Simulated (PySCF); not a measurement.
Gas-phase reaction: 5 BHF2 + 3 B2O3 → 3 B3O3F3 + 2 BH2 + HF. Level: ωB97M-V/def2-TZVP†; standard pressure 1 bar.

Energies from PySCF, thermal terms from the rigid-rotor harmonic-oscillator model, ideal gas at 1 bar. S°(298 K) at PBE0/def2-TZVP differs from the NASA 1993 table for BH2 (+14 J/mol/K); whether the harmonic model or the table's entry is off was not settled. † marks an energy on the PBE0/def2-TZVP geometry and frequencies. Open shells (unrestricted): BH2 (multiplicity 2); the rest are closed-shell singlets. The harmonic model lacks anharmonicity and excited electronic states, which grow with temperature; levels with a mode under 35 cm⁻¹ are left out. Soft modes under 120 cm⁻¹ make the harmonic entropy rough for B2O3.

```json
[
 {"T (K)": "600", "1000/T (1/K)": "1.6667", "log10 K": "25.18"},
 {"T (K)": "800", "1000/T (1/K)": "1.2500", "log10 K": "12.85"},
 {"T (K)": "1000", "1000/T (1/K)": "1.0000", "log10 K": "5.57"},
 {"T (K)": "1200", "1000/T (1/K)": "0.8333", "log10 K": "?"},
 {"T (K)": "1400", "1000/T (1/K)": "0.7143", "log10 K": "-2.57"},
 {"T (K)": "1600", "1000/T (1/K)": "0.6250", "log10 K": "-5.06"}
]
```

**Question.** Fit log10 K = a + b·(1000/T) to the five rows, get the mean ΔH° and ΔS°, and predict log10 K at 1200 K.

**Answer.** Means: 1000/T = 1.0512, log10 K = 7.194. Sums of products about the means: Sxy = 20.79009, Sxx = 0.716131, so b = Sxy/Sxx = 29.03 and a = 7.194 − (29.03)×1.0512 = -23.32.
ΔH° = −R ln 10 × 1000 K × b = −19.145 × (29.03) = -556 kJ; ΔS° = R ln 10 × a = -446 J/K. The run's own values go from -570 kJ and -468 J/K at 600 K to -528 kJ and -427 J/K at 1600 K.
Prediction at 1200 K: -23.32 + (29.03)×0.8333 = 0.87. The computed value is 0.79, 0.08 from the line.
For scale, ΔH°(298 K) is -580 kJ at this level, -606 kJ at ωB97X-V/def2-TZVP†, and runs from -766 to 149 kJ over the 19 levels computed; the NASA 1993 table gives -789 kJ (entries not checked at source). After a fit of one offset per element over all species, the range-separated, M06-2X, PBE0/def2-QZVP and CCSD(T)/def2-TZVPP enthalpies, where run, lie to one side of the table for B3O3F3 (-22 kJ/mol), BH2 (+121 kJ/mol): a fault of the table's entry, another state or a shared error of the levels is possible; this was not checked at source.
